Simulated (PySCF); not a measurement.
Bond length, frequency and bond energy of LiBe⁻ by level of theory

State: ¹Σ⁺ (singlet), closed shell. Set-up: basis Li def2-SVPD, Be def2-SVPD; no relativity; PySCF 2.14. De refers to Li⁻ + Be in their ground configurations, without counterpoise correction. A positive dipole points towards Be; it is taken about the centre of mass and depends on that origin. Levels whose curve was spin-contaminated or gave no clean fit are not listed.

```json
{"Level": "RHF-MP2", "Re (Å)": "3.180", "ωe (cm⁻¹)": "140", "De (eV)": "n/a", "μ (D)": "n/a"}
{"Level": "RHF-SCS-MP2", "Re (Å)": "3.259", "ωe (cm⁻¹)": "117", "De (eV)": "n/a", "μ (D)": "n/a"}
{"Level": "RHF-CCSD(T)", "Re (Å)": "3.240", "ωe (cm⁻¹)": "106", "De (eV)": "0.076", "μ (D)": "n/a"}
{"Level": "PBE", "Re (Å)": "2.909", "ωe (cm⁻¹)": "230", "De (eV)": "0.67", "μ (D)": "3.12"}
{"Level": "BLYP", "Re (Å)": "2.897", "ωe (cm⁻¹)": "225", "De (eV)": "n/a", "μ (D)": "2.75"}
{"Level": "r²SCAN", "Re (Å)": "2.964", "ωe (cm⁻¹)": "223", "De (eV)": "n/a", "μ (D)": "3.22"}
{"Level": "PBE0", "Re (Å)": "2.968", "ωe (cm⁻¹)": "213", "De (eV)": "0.53", "μ (D)": "3.23"}
{"Level": "r²SCAN0", "Re (Å)": "2.994", "ωe (cm⁻¹)": "209", "De (eV)": "n/a", "μ (D)": "3.13"}
{"Level": "B97-3", "Re (Å)": "2.960", "ωe (cm⁻¹)": "211", "De (eV)": "0.489", "μ (D)": "3.01"}
{"Level": "CAM-B3LYP", "Re (Å)": "2.992", "ωe (cm⁻¹)": "192", "De (eV)": "0.348", "μ (D)": "2.84"}
```

The bond length runs from 2.897 Å (BLYP) to 3.259 Å (RHF-SCS-MP2). De spans 0.08 eV (RHF-CCSD(T), coupled cluster) to 0.67 eV (PBE, GGA).

Correlated steps freeze no core orbitals. Closed-shell solutions of metal pairs were not tested for spin polarisation, which can lower them a little. Correlated levels converge slowly with the basis: in double zeta they bind strong bonds too weakly, by up to about 1 eV, and carry superposition errors of some tenths. For an ion De counts to the pair picked by the measured ionisation energies or electron affinities, which need not be the lowest pair at this level. The highest Kohn–Sham level is positive in this anion. Much of that is self-interaction error, but it also means that the finite basis helps to hold the extra electron. The CCSD T1 diagnostic is raised, a sign that a single reference may not be enough here.
